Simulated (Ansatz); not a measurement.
An input meant for Ru₃ (charge 0, singlet; atoms displaced at random, 0.15 Å in each coordinate).

```yaml
crystal:
  periodic: [false, false, false]
  atoms:
    - {symbol: Ru, position_ang: [-0.190998, -0.135671, 0.114878]}
    - {symbol: Ru, position_ang: [-2.634210, 0.202844, -0.020531]}
    - {symbol: Ru, position_ang: [-1.767340, -1.923518, 0.052306]}
basis:
  gaussian: {orbitals: def2-TZVP, final_grid: {core_spheres: 1, valence_spheres: 1, degree: 5}}
hamiltonian: {xc: {name: r2SCAN}}
scf: {lower_state_search: off}
output: {forces: true}
```

```sh
$ ansatz run in.yaml --threads 4 --pin off --events-out ev --progress --plain --max-ram 3916MiB
```

Output, abridged:

```
Functional definition: r2SCAN
1062 factors; their error is unknown
mean field evaluation 1: about -7729.2867 eV, gradient 9.2e1 eV
mean field evaluation 2: about -7105.9187 eV, gradient 3.9e2 eV
mean field evaluation 4: about -7702.3812 eV, gradient 1.5e2 eV
mean field evaluation 8: about -7743.3737 eV, gradient 3.3e1 eV
mean field evaluation 16: about -7709.3046 eV, gradient 1.3e1 eV
mean field evaluation 32: about -7710.8747 eV, gradient 7.7e0 eV
mean field -7710.03470125 eV, -283.3385492216 hartree, gradient 1.5e-6 eV, S^2 0.000000; 0 other end points of the search recorded, 0 dependent functions left out
reference -7710.03475878 eV, -283.3385513359 hartree; 24, 24 occupied and 96, 96 virtual orbitals, 1062 factors
Total energy: -7710.03475878 eV, -283.3385513359 hartree
Atom 0 at    -0.190998    -0.135671     0.114878 Å, force   -18.064301    -7.326664    -0.879698 eV/Å
Atom 1 at    -2.634210     0.202844    -0.020531 Å, force    14.232923   -10.979118     0.900133 eV/Å
Atom 2 at    -1.767340    -1.923518     0.052306 Å, force     3.831378    18.305782    -0.020434 eV/Å
Dipole moment:     0.047496     0.068195     0.001708 e Å
Checks for a lower state left out: stability, starts, cluster_reference, orbital_swaps, neighbouring_geometries, increment
```

In this input the integration grid is far too coarse. The run converged. The result belongs to that input, not to the species as meant.

In the def2 sets Ru takes a core potential; there is no spin–orbit coupling. The restricted singlet is unstable towards broken spin symmetry at other levels; at RKS r2SCAN-D4/def2-TZVP this wasn't settled.
